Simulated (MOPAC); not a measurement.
MOPAC input (PM3):

```
PM3 PRECISE GNORM=0.05 LET XYZ CHARGE=1 GEO-OK AUX(PRECISION=9) THREADS=1
H6BO3Si

O     1.11431100 1    1.53848400 1   -0.36773100 1
B     0.83003500 1    0.27962000 1   -0.05095500 1
O     2.12634800 1   -0.45790700 1    0.17165300 1
O    -0.21675800 1   -0.48428100 1    0.11914500 1
Si   -1.92313900 1   -0.41022900 1    0.05690500 1
H     0.39590200 1    2.15718100 1   -0.54513400 1
H     2.99220900 1   -0.02467200 1    0.08207200 1
H     2.14977400 1   -1.39801700 1    0.41418500 1
H    -2.25414500 1    0.98038500 1   -0.30934800 1
H    -2.38071900 1   -0.76366300 1    1.40650600 1
H    -2.32045900 1   -1.37647200 1   -0.97471000 1
```

Output:

```
 *******************************************************************************
 **                                                                           **
 **                              MOPAC v23.2.5                                **
 **                                                                           **
 *******************************************************************************
 ** MOPAC's Digital Object Identifier: https://doi.org/10.5281/zenodo.6511958 **
 **                                                                           **
 ** Please cite the open-source release paper for use of this MOPAC version:  **
 ** J. E. Moussa and J. J. P. Stewart (2026)                                  **
 ** MOPAC: An open-source semiempirical molecular orbital program             **
 ** J. Open Source Softw., 11(119), 8025, https://doi.org/10.21105/joss.08025 **
 *******************************************************************************

                              PM3 CALCULATION RESULTS

 *******************************************************************************
 *  PM3        - The PM3 Hamiltonian to be used
 *  GEO-OK     - OVERRIDE INTERATOMIC DISTANCE AND OTHER SAFETY CHECKS
 *
 *
 *
 *                 CHARGE ON SYSTEM = +1
 *
 *
 *
 *  LET        - OVERRIDE SOME SAFETY CHECKS
 *  PRECISE    - TIGHTER CRITERIA TO BE USED
 *  XYZ        - CARTESIAN COORDINATE SYSTEM TO BE USED
 *  GNORM      - EXIT WHEN GRADIENT NORM DROPS BELOW 0.050
 *  AUX        - OUTPUT AUXILIARY INFORMATION
 *******************************************************************************
PM3 PRECISE GNORM=0.05 LET XYZ CHARGE=1 GEO-OK AUX(PRECISION=9) THREADS=1
 H6BO3Si

   ATOM   CHEMICAL          X               Y               Z
  NUMBER   SYMBOL      (ANGSTROMS)     (ANGSTROMS)     (ANGSTROMS)

     1       O          1.11431100  *   1.53848400  *  -0.36773100  *
     2       B          0.83003500  *   0.27962000  *  -0.05095500  *
     3       O          2.12634800  *  -0.45790700  *   0.17165300  *
     4       O         -0.21675800  *  -0.48428100  *   0.11914500  *
     5      Si         -1.92313900  *  -0.41022900  *   0.05690500  *
     6       H          0.39590200  *   2.15718100  *  -0.54513400  *
     7       H          2.99220900  *  -0.02467200  *   0.08207200  *
     8       H          2.14977400  *  -1.39801700  *   0.41418500  *
     9       H         -2.25414500  *   0.98038500  *  -0.30934800  *
    10       H         -2.38071900  *  -0.76366300  *   1.40650600  *
    11       H         -2.32045900  *  -1.37647200  *  -0.97471000  *

          CARTESIAN COORDINATES

    NO.       ATOM           X           Y           Z

     1         O          1.1143      1.5385     -0.3677
     2         B          0.8300      0.2796     -0.0510
     3         O          2.1263     -0.4579      0.1717
     4         O         -0.2168     -0.4843      0.1191
     5        Si         -1.9231     -0.4102      0.0569
     6         H          0.3959      2.1572     -0.5451
     7         H          2.9922     -0.0247      0.0821
     8         H          2.1498     -1.3980      0.4142
     9         H         -2.2541      0.9804     -0.3093
    10         H         -2.3807     -0.7637      1.4065
    11         H         -2.3205     -1.3765     -0.9747

  H: (PM3): J. J. P. STEWART, J. COMP. CHEM. 10, 209 (1989).
  B: (PM3): J. J. P. STEWART, J. MOL. MOD., 10, 155-164 (2004)
  O: (PM3): J. J. P. STEWART, J. COMP. CHEM. 10, 209 (1989).
 Si: (PM3): J. J. P. STEWART, J. COMP. CHEM. 10, 209 (1989).

           Empirical Formula: H6 O3 B Si  =    11 atoms

      MOLECULAR POINT GROUP   :   Cs

      RHF CALCULATION, NO. OF DOUBLY OCCUPIED LEVELS = 15

          Geometry optimization using EF

          DIAGONAL MATRIX USED AS START HESSIAN

 CYCLE:     1  GRAD.:    64.769 HEAT: -57.16007
 CYCLE:     2  GRAD.:   447.651 HEAT: -34.67609
 CYCLE:     3  GRAD.:   167.208 HEAT: -47.46348
 CYCLE:     4  GRAD.:   224.500 HEAT: -49.63684
 CYCLE:     5  GRAD.:   159.055 HEAT: -54.49477
 CYCLE:     6  GRAD.:   174.395 HEAT: -49.93528
 CYCLE:     7  GRAD.:   248.706 HEAT: -48.47369
 CYCLE:     8  GRAD.:   318.401 HEAT: -45.49232
 CYCLE:     9  GRAD.:   228.573 HEAT: -45.46602
 CYCLE:    10  GRAD.:   188.108 HEAT: -52.41623
 CYCLE:    11  GRAD.:   160.205 HEAT: -55.43065
 CYCLE:    12  GRAD.:   266.677 HEAT: -43.21131
 CYCLE:    13  GRAD.:   178.089 HEAT: -54.47608
 CYCLE:    14  GRAD.:   160.493 HEAT: -56.76107
 CYCLE:    15  GRAD.:    67.410 HEAT: -59.75851
 CYCLE:    16  GRAD.:    97.881 HEAT: -58.93202
 CYCLE:    17  GRAD.:    17.283 HEAT: -61.71339
 CYCLE:    18  GRAD.:    15.076 HEAT: -61.72504
 CYCLE:    19  GRAD.:     5.138 HEAT: -61.86021
 CYCLE:    20  GRAD.:     3.973 HEAT: -61.87810
 CYCLE:    21  GRAD.:     4.360 HEAT: -61.90507
 CYCLE:    22  GRAD.:     4.384 HEAT: -61.97755
 CYCLE:    23  GRAD.:     2.240 HEAT: -62.00192
 CYCLE:    24  GRAD.:     4.032 HEAT: -62.05848
 CYCLE:    25  GRAD.:     4.815 HEAT: -62.10307
 CYCLE:    26  GRAD.:     4.467 HEAT: -62.14151
 CYCLE:    27  GRAD.:     4.072 HEAT: -62.15771
 CYCLE:    28  GRAD.:     1.237 HEAT: -62.16364
 CYCLE:    29  GRAD.:     1.128 HEAT: -62.16805
 CYCLE:    30  GRAD.:     1.581 HEAT: -62.17343
 CYCLE:    31  GRAD.:     0.950 HEAT: -62.17598
 CYCLE:    32  GRAD.:     0.434 HEAT: -62.17732
 CYCLE:    33  GRAD.:     0.310 HEAT: -62.17768
 CYCLE:    34  GRAD.:     0.243 HEAT: -62.17786
 CYCLE:    35  GRAD.:     0.203 HEAT: -62.17793
 CYCLE:    36  GRAD.:     0.198 HEAT: -62.17804
 CYCLE:    37  GRAD.:     2.752 HEAT: -62.17690
 CYCLE:    38  GRAD.:    42.107 HEAT: -61.62325
 CYCLE:    39  GRAD.:     0.604 HEAT: -62.17845
 CYCLE:    40  GRAD.:     0.633 HEAT: -62.17895
 CYCLE:    41  GRAD.:     5.959 HEAT: -62.17338
 CYCLE:    42  GRAD.:     1.279 HEAT: -62.18230
 CYCLE:    43  GRAD.:     4.364 HEAT: -62.19782
 CYCLE:    44  GRAD.:    45.658 HEAT: -61.82908
 CYCLE:    45  GRAD.:     8.029 HEAT: -62.28431
 CYCLE:    46  GRAD.:    17.813 HEAT: -62.34068
 CYCLE:    47  GRAD.:    16.247 HEAT: -62.45733
 CYCLE:    48  GRAD.:     6.024 HEAT: -62.52946
 CYCLE:    49  GRAD.:     1.807 HEAT: -62.54574
 CYCLE:    50  GRAD.:     2.196 HEAT: -62.54690
 CYCLE:    51  GRAD.:     0.550 HEAT: -62.55030
 CYCLE:    52  GRAD.:     0.463 HEAT: -62.55102
 CYCLE:    53  GRAD.:     0.223 HEAT: -62.55163
 CYCLE:    54  GRAD.:     0.094 HEAT: -62.55169
 CYCLE:    55  GRAD.:     0.071 HEAT: -62.55171
 CYCLE:    56  GRAD.:     0.028 HEAT: -62.55172

     GRADIENT =  0.02795 IS LESS THAN CUTOFF =  0.05000

 -------------------------------------------------------------------------------
 PM3 PRECISE GNORM=0.05 LET XYZ CHARGE=1 GEO-OK AUX(PRECISION=9) THREADS=1
 H6BO3Si

     GEOMETRY OPTIMISED USING EIGENVECTOR FOLLOWING (EF).
     SCF FIELD WAS ACHIEVED

                              PM3 CALCULATION
                                                       MOPAC v23.2.5 Linux

          FINAL HEAT OF FORMATION =        -62.55172 KCAL/MOL =    -261.71638 KJ/MOL

          COSMO AREA              =        132.84 SQUARE ANGSTROMS
          COSMO VOLUME            =        120.01 CUBIC ANGSTROMS

          GRADIENT NORM           =          0.02795          =       0.00843 PER ATOM
          IONIZATION POTENTIAL    =         14.935510 EV
          HOMO LUMO ENERGIES (EV) =        -14.936 -5.388
          NO. OF FILLED LEVELS    =         15
          MOLECULAR WEIGHT        =         92.9411         POINT GROUP:  C1

          MOLECULAR DIMENSIONS (Angstroms)

            Atom       Atom       Distance
            H    11    H     7     5.46800
            H     6    H     8     3.92940
            H    10    H     7     2.41002

          SCF CALCULATIONS        =         57

   ATOM   CHEMICAL          X               Y               Z
  NUMBER   SYMBOL      (ANGSTROMS)     (ANGSTROMS)     (ANGSTROMS)

     1       O          1.29623120  *   1.57887802  *  -0.35240716  *
     2       B          0.76485467  *   0.37831045  *  -0.05877607  *
     3       O          2.01929116  *  -0.47057876  *   0.05315649  *
     4       O         -0.20104125  *  -0.46130046  *   0.16341584  *
     5      Si         -1.92399206  *  -0.47747171  *   0.06815058  *
     6       H          0.67860888  *   2.26136113  *  -0.59117126  *
     7       H          2.87136354  *  -0.04452310  *   0.20343796  *
     8       H          1.96018646  *  -1.31904866  *   0.50805617  *
     9       H         -2.41024546  *   0.87725727  *  -0.32273417  *
    10       H         -2.39186858  *  -0.86295574  *   1.43154397  *
    11       H         -2.26840864  *  -1.50760734  *  -0.95463313  *

                             CARTESIAN COORDINATES

   1    O        1.296231195     1.578878021    -0.352407156
   2    B        0.764854675     0.378310450    -0.058776066
   3    O        2.019291165    -0.470578757     0.053156489
   4    O       -0.201041246    -0.461300460     0.163415841
   5   Si       -1.923992061    -0.477471708     0.068150578
   6    H        0.678608879     2.261361130    -0.591171265
   7    H        2.871363541    -0.044523102     0.203437960
   8    H        1.960186465    -1.319048659     0.508056174
   9    H       -2.410245464     0.877257270    -0.322734171
  10    H       -2.391868580    -0.862955741     1.431543968
  11    H       -2.268408643    -1.507607337    -0.954633129

           Empirical Formula: H6 O3 B Si  =    11 atoms

      MOLECULAR POINT GROUP   :   C1

                  EIGENVALUES
 -46.75811 -44.67610 -42.83177 -27.79480 -25.72565 -23.66987 -22.91347 -22.43881
 -20.93420 -19.53514 -18.87056 -18.03813 -17.99878 -15.16034 -14.93551  -5.38825
  -3.73684  -3.27365  -2.86711  -2.44271  -1.93754  -1.69458  -1.32968  -1.28176
  -0.26096   0.31111

              NET ATOMIC CHARGES AND DIPOLE CONTRIBUTIONS

  ATOM NO.   TYPE          CHARGE      No. of ELECS.   s-Pop       p-Pop
    1          O          -0.137383        6.1374     1.70255     4.43484
    2          B           0.023519        2.9765     1.00322     1.97326
    3          O          -0.054753        6.0548     1.61108     4.44368
    4          O          -0.254216        6.2542     1.68202     4.57219
    5         Si           0.872580        3.1274     0.90876     2.21866
    6          H           0.288534        0.7115     0.71147
    7          H           0.294103        0.7059     0.70590
    8          H           0.291816        0.7082     0.70818
    9          H          -0.123286        1.1233     1.12329
   10          H          -0.100694        1.1007     1.10069
   11          H          -0.100220        1.1002     1.10022
 DIPOLE           X         Y         Z       TOTAL
 POINT-CHG.     2.173    -0.490     0.468     2.276
 HYBRID         0.796     0.154     0.322     0.873
 SUM            2.970    -0.336     0.791     3.091

          ATOMIC ORBITAL ELECTRON POPULATIONS

     Atom    s        px        py        pz
    1  O   1.70255   1.47389   1.24184   1.71910
    2  B   1.00322   0.65892   0.68827   0.62607
    3  O   1.61108   1.32226   1.34901   1.77241
    4  O   1.68202   1.36772   1.54887   1.65561
    5 Si   0.90876   0.47321   0.86731   0.87814
    6  H   0.71147
    7  H   0.70590
    8  H   0.70818
    9  H   1.12329
   10  H   1.10069
   11  H   1.10022

 **********************
 *                    *
 * JOB ENDED NORMALLY *
 *                    *
 **********************

 == MOPAC DONE ==
```

The dipole moment of an ion depends on the origin.

The geometry given is a B3LYP-D3(BJ)/def2-TZVP minimum.
